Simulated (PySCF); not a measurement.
As4, charge +1, quartet, geometry from GFN2-xTB of the parent state (a state made from the parent by changing its charge; the spin is typed, not shown lowest); DF-M062X/pcseg-1 (PySCF).

Here is a job for PySCF.
```python
from pyscf import gto, scf, dft

mol = gto.Mole()
mol.atom = '''
    As   -0.988186    0.085698   -1.072950
    As    0.663388    1.292591    0.155566
    As    0.992287   -1.019895   -0.332051
    As   -0.667489   -0.358394    1.249436
'''
mol.basis = 'pcseg-1'
mol.charge = 1
mol.spin = 3
mol.verbose = 5
mol.build()

mf = dft.ROKS(mol)
mf.xc = 'm062x'
mf = mf.density_fit(auxbasis='def2-universal-jkfit')
mf.kernel()
mf.analyze()
```

Question: Predict the main parts of the log of this PySCF run.

Answer: 
```
PySCF version 2.14.0

[INPUT] verbose = 5
[INPUT] max_memory = 4000
[INPUT] num. atoms = 4
[INPUT] num. electrons = 131
[INPUT] charge = 1
[INPUT] spin (= nelec alpha-beta = 2S) = 3
[INPUT] symmetry False subgroup None
[INPUT] Mole.unit = angstrom
[INPUT] Symbol           X                Y                Z      unit          X                Y                Z       unit  Magmom
[...]
[INPUT] ---------------- BASIS SET ----------------
[INPUT] l, kappa, [nprim/nctr], expnt,             c_1 c_2 ...
[INPUT] As
[...]
                                15062.8           0.0140978    0    0    0    0
                                3427.76           0.0700313    0    0    0    0
                                968.153           0.244472    0    0    0    0
                                315.419            0.5    0    0    0    0
                                108.898           0.395452    0    0    0    0
                                208.617              0 -0.0798828    0    0    0
                                25.1148              0  0.5    0    0    0
                                11.3102              0 0.372555    0    0    0
                                3.93496              0 0.0432472    0    0    0
                                3.03771              0    0  0.5    0    0
                                1.24735              0    0 0.240289    0    0
                                0.276603             0    0    0    1    0
                                0.0998823            0    0    0    0    1
[...]
                                612.631           0.0243044    0    0    0
                                197.311           0.113168    0    0    0
                                73.7719           0.32585    0    0    0
                                29.8432            0.5    0    0    0
                                12.0398           0.27724    0    0    0
                                7.68772              0 0.289577    0    0
                                3.18206              0  0.5    0    0
                                1.31486              0 0.26456    0    0
                                0.393916             0    0    1    0
                                0.111712             0    0    0    1
[...]
                                39.0846           0.0867896    0
                                14.1215           0.283323    0
                                5.51628           0.495738    0
                                2.09379            0.5    0
                                0.720841          0.242044    0
                                0.238                0    1

nuclear repulsion = 1449.0691464196
number of shells = 12
number of NR pGTOs = 328
number of NR cGTOs = 108
basis = pcseg-1
ecp = {}

******** <class 'pyscf.df.df_jk.DFROKS'> ********
method = DFROKS
initial guess = minao
damping factor = 0
level_shift factor = 0
DIIS = <class 'pyscf.scf.diis.CDIIS'>
diis_start_cycle = 1
diis_space = 8
diis_damp = 0
SCF conv_tol = 1e-09
SCF conv_tol_grad = None
SCF max_cycles = 50
direct_scf = False
num. doubly occ = 64  num. singly occ = 3
XC library pyscf.dft.libxc version 7.1.2
    S. Lehtola, C. Steigemann, M. J. T. Oliveira, and M. A. L. Marques,  SoftwareX 7, 1–5 (2018)
XC functionals = m062x
    Y. Zhao and D. G. Truhlar,  Theor. Chem. Acc. 120, 215 (2008)
    Y. Zhao and D. G. Truhlar,  Theor. Chem. Acc. 120, 215 (2008)
radial grids:
    Treutler-Ahlrichs [JCP 102, 346 (1995); DOI:10.1063/1.469408] (M4) radial grids

becke partition: Becke, JCP 88, 2547 (1988); DOI:10.1063/1.454033
pruning grids: <function nwchem_prune>
grids dens level: 3
symmetrized grids: False
atomic radii adjust function: <function treutler_atomic_radii_adjust>
small_rho_cutoff = 0
Set gradient conv threshold to 3.16228e-05
atom As rad-grids = 90, ang-grids = [ 50  50  50  50  50  50  50  50  50  50  50  50  50  50  50  50  50  50
  50  50  50  50  50  50  50  50  50  50  50  86  86  86  86  86  86  86
  86  86  86  86  86  86  86  86  86 350 350 350 350 350 350 350 350 350
 350 434 434 434 434 434 434 434 434 434 434 434 434 434 434 434 434 434
 434 434 434 434 434 350 350 350 350 350 350 350 350 350 350 350 350 350]
tot_boxes 2028, boxes in each direction [10 11 11]
Padding 0 grids
tot grids = 81696
nelec by numeric integration = [65.96461431 65.96461431]
******** <class 'pyscf.df.df.DF'> ********
auxbasis = def2-universal-jkfit
num shells = 240, num cGTOs = 1064
size of aux basis 1064
int3c2e [1/1], AO [0:12], nrow = 5886
E1 = -15348.404775739553  E2 = 4958.953198494555  Ecoul = 5291.654940211059  Exc = -332.7017417165032
init E= -8940.38243082539
cond(S) = 1152.5538779765345

WARN: HOMO -0.0622591922195887 >= LUMO -0.0622491282587376

                  Roothaan           | alpha              | beta
  Highest 2-occ = -0.325997298293046 | -0.325997298293056 | -0.325997298293056
  Lowest 0-occ =  -0.0622491282587376 | -0.0622491282587365 | -0.0622491282587365
  1-occ =          -0.28599217393472 | -0.285992173934721 | -0.285992173934721
  1-occ =         -0.285990064029013 | -0.285990064029011 | -0.285990064029012
  1-occ =         -0.0622591922195887 | -0.0622591922195884 | -0.0622591922195884
  Roothaan mo_energy =
[-4.28127286e+02 -4.28127279e+02 -4.28127279e+02 -4.28127279e+02
 -5.45926527e+01 -5.45926134e+01 -5.45926134e+01 -5.45926133e+01
 -4.89147538e+01 -4.89147537e+01 -4.89147537e+01 -4.89147520e+01
 -4.89146691e+01 -4.89146691e+01 -4.89146691e+01 -4.89146658e+01
 -4.89146658e+01 -4.89146657e+01 -4.89146617e+01 -4.89146617e+01
 -7.32606535e+00 -7.32306316e+00 -7.32306293e+00 -7.32306238e+00
 -5.39638547e+00 -5.39470558e+00 -5.39470530e+00 -5.39470493e+00
 -5.39187127e+00 -5.39187058e+00 -5.39186988e+00 -5.39179169e+00
 -5.39179144e+00 -5.39147598e+00 -5.39147543e+00 -5.39147444e+00
 -1.90485931e+00 -1.90140480e+00 -1.90140143e+00 -1.90139981e+00
 -1.90064262e+00 -1.90064186e+00 -1.89663087e+00 -1.89662741e+00
[...]
converged SCF energy = -8942.1606030729
Total Energy =                       -8942.160603072898084
[...]
3 As 3dxy       -0.00009  -0.00272   0.00350   0.00012   0.00172
3 As 3dyz        0.00192   0.00066  -0.00317   0.00056  -0.00256
3 As 3dz^2       0.00152   0.00403   0.00073  -0.00166   0.00363
3 As 3dxz       -0.00019   0.00259   0.00290  -0.00168  -0.00399
3 As 3dx2-y2    -0.00188   0.00087  -0.00179   0.00011   0.00063
3 As 4dxy       -0.00611  -0.27217   0.33364   0.01556   0.11609
3 As 4dyz        0.21397   0.07778  -0.33206   0.05472  -0.20824
3 As 4dz^2       0.16349   0.41312   0.06859  -0.16799   0.28016
3 As 4dxz       -0.02033   0.25765   0.28503  -0.16538  -0.32145
3 As 4dx2-y2    -0.21227   0.06874  -0.18685   0.02212   0.04683
               #106      #107      #108
0 As 1s          0.00024  -0.00010  -0.00028
0 As 2s         -0.00040   0.00016   0.00047
0 As 3s          0.00167  -0.00064  -0.00234
0 As 4s          0.00199  -0.00061   0.00204
0 As 5s          0.51703  -0.19865  -0.20761
0 As 2px         0.00019  -0.00024   0.00045
0 As 2py         0.00018   0.00029  -0.00005
0 As 2pz         0.00017   0.00015   0.00048
0 As 3px        -0.00031   0.00039  -0.00097
0 As 3py        -0.00036  -0.00051   0.00008
0 As 3pz        -0.00030  -0.00031  -0.00105
0 As 4px         0.01152  -0.00315  -0.00645
0 As 4py        -0.00165  -0.00113   0.00120
0 As 4pz         0.01432  -0.00561  -0.00605
0 As 5px         0.11903   0.00249  -0.28468
0 As 5py        -0.07329  -0.08255   0.02865
0 As 5pz         0.13669  -0.12320  -0.30312
0 As 3dxy        0.00036   0.00144  -0.00002
0 As 3dyz       -0.00004   0.00063   0.00031
0 As 3dz^2       0.00159   0.00036  -0.00098
0 As 3dxz        0.00521  -0.00201  -0.00252
0 As 3dx2-y2     0.00227  -0.00135  -0.00113
0 As 4dxy        0.01253   0.11098   0.01026
0 As 4dyz        0.01056   0.05898   0.00994
0 As 4dz^2       0.12580   0.03506  -0.04964
0 As 4dxz        0.40688  -0.15442  -0.13437
0 As 4dx2-y2     0.18516  -0.10747  -0.06074
1 As 1s         -0.00021  -0.00010  -0.00028
1 As 2s          0.00034   0.00016   0.00047
1 As 3s         -0.00141  -0.00066  -0.00234
1 As 4s         -0.00168  -0.00062   0.00203
1 As 5s         -0.43776  -0.20335  -0.20768
1 As 2px         0.00023  -0.00032  -0.00029
1 As 2py         0.00009   0.00023  -0.00059
1 As 2pz         0.00024   0.00009  -0.00007
1 As 3px        -0.00042   0.00059   0.00065
1 As 3py        -0.00012  -0.00036   0.00126
1 As 3pz        -0.00045  -0.00016   0.00015
1 As 4px         0.00710   0.00474   0.00321
1 As 4py         0.01403   0.00472   0.00826
1 As 4pz        -0.00046   0.00020   0.00113
1 As 5px         0.02836   0.14602   0.18407
1 As 5py         0.16854   0.02389   0.37122
1 As 5pz        -0.05061  -0.01699   0.04557
1 As 3dxy       -0.00371  -0.00044  -0.00219
1 As 3dyz       -0.00141  -0.00093  -0.00039
1 As 3dz^2       0.00215   0.00150   0.00125
1 As 3dxz       -0.00135  -0.00004  -0.00031
1 As 3dx2-y2     0.00197   0.00232   0.00144
1 As 4dxy       -0.28800  -0.03013  -0.10969
1 As 4dyz       -0.12479  -0.07213  -0.02528
1 As 4dz^2       0.17789   0.10993   0.07629
1 As 4dxz       -0.09186  -0.00475  -0.01282
1 As 4dx2-y2     0.15057   0.18875   0.07606
2 As 1s         -0.00000   0.00027  -0.00031
2 As 2s          0.00000  -0.00045   0.00052
2 As 3s         -0.00001   0.00194  -0.00237
2 As 4s         -0.00003   0.00379   0.00438
2 As 5s         -0.00359   0.58782  -0.23959
2 As 2px         0.00028  -0.00021  -0.00045
2 As 2py         0.00019   0.00021   0.00046
2 As 2pz         0.00027   0.00007   0.00015
2 As 3px        -0.00048   0.00035   0.00093
2 As 3py        -0.00031  -0.00036  -0.00095
2 As 3pz        -0.00046  -0.00013  -0.00031
2 As 4px         0.00053  -0.01463   0.00557
2 As 4py         0.00020   0.01504  -0.00573
2 As 4pz         0.00040   0.00491  -0.00186
2 As 5px        -0.08765  -0.13134   0.29321
2 As 5py        -0.05928   0.13518  -0.30140
2 As 5pz        -0.08490   0.04250  -0.09813
2 As 3dxy        0.00066  -0.00564   0.00276
2 As 3dyz        0.00083   0.00190  -0.00092
2 As 3dz^2      -0.00000  -0.00290   0.00142
2 As 3dxz       -0.00089  -0.00186   0.00090
2 As 3dx2-y2    -0.00150  -0.00016   0.00008
2 As 4dxy        0.04506  -0.42112   0.14643
2 As 4dyz        0.07281   0.14184  -0.04898
2 As 4dz^2       0.01319  -0.21632   0.07537
2 As 4dxz       -0.06250  -0.13859   0.04763
2 As 4dx2-y2    -0.12069  -0.01156   0.00401
3 As 1s         -0.00004  -0.00010  -0.00028
3 As 2s          0.00006   0.00017   0.00047
3 As 3s         -0.00024  -0.00067  -0.00234
3 As 4s         -0.00029  -0.00063   0.00202
3 As 5s         -0.07544  -0.20890  -0.20771
3 As 2px         0.00027  -0.00025   0.00031
3 As 2py         0.00018   0.00031   0.00015
3 As 2pz         0.00024   0.00004  -0.00056
3 As 3px        -0.00052   0.00042  -0.00065
3 As 3py        -0.00033  -0.00056  -0.00035
3 As 3pz        -0.00044  -0.00002   0.00122
3 As 4px        -0.00361  -0.00182  -0.00458
3 As 4py        -0.00246  -0.00337  -0.00140
3 As 4pz         0.00051   0.00571   0.00754
3 As 5px        -0.10189   0.02736  -0.19367
3 As 5py        -0.06336  -0.12218  -0.09740
3 As 5pz        -0.04116   0.08204   0.35603
3 As 3dxy        0.00069   0.00039  -0.00078
3 As 3dyz        0.00008  -0.00018   0.00108
3 As 3dz^2      -0.00192  -0.00117  -0.00181
3 As 3dxz       -0.00034   0.00256   0.00186
3 As 3dx2-y2    -0.00030  -0.00092  -0.00039
3 As 4dxy        0.05313   0.02751  -0.03013
3 As 4dyz       -0.00333  -0.02345   0.05863
3 As 4dz^2      -0.15401  -0.09024  -0.09331
3 As 4dxz       -0.02043   0.20010   0.10509
3 As 4dx2-y2    -0.00441  -0.07774  -0.01885
 ** Mulliken pop on meta-lowdin orthogonal AOs  **
 ** Mulliken pop  **
 ** Mulliken atomic charges  **
charge of    0As =      0.26317
charge of    1As =      0.26334
charge of    2As =      0.20978
charge of    3As =      0.26370

WARN: System has nonzero charge 1; the dipole moment is origin-dependent.
Location of origin: [0. 0. 0.]

Dipole moment(X, Y, Z, Debye):  0.18052, -0.18466, -0.06235
```
